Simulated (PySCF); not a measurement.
**How methods differ on the ionisation energy of As+**

As+ [Ar] 3d10 4s2 4p2 (3P) → As(2+) [Ar] 3d10 4s2 4p1 (2P), as a difference of total energies. Calculation: PySCF 2.14, in x2c-TZVPPall; the spin-free X2C one-electron Hamiltonian (Gaussian nucleus). Correlated levels: valence and next inner shell: [Ne] frozen. The calculations carry no spin-orbit coupling.

```csv
method,ionisation energy (eV)
UHF,17.939
MP2 (valence and next inner shell),18.433
SCS-MP2 (valence and next inner shell),18.321
CCSD (valence and next inner shell),18.419
CCSD(T) (valence and next inner shell),18.447
```

**Question.** How much does correlation contribute at CCSD(T) (valence and next inner shell)?

**Answer.** 18.447 − (17.939) = 0.508 eV, measured against UHF.

A first-order spin-orbit estimate (lowest level to lowest level, LS coupling) adds -0.034 eV.

Errors of the correlated levels include the incompleteness of this basis and the frozen core.

For comparison: 18.589 eV (measured; NIST Atomic Spectra Database, ionization energies).
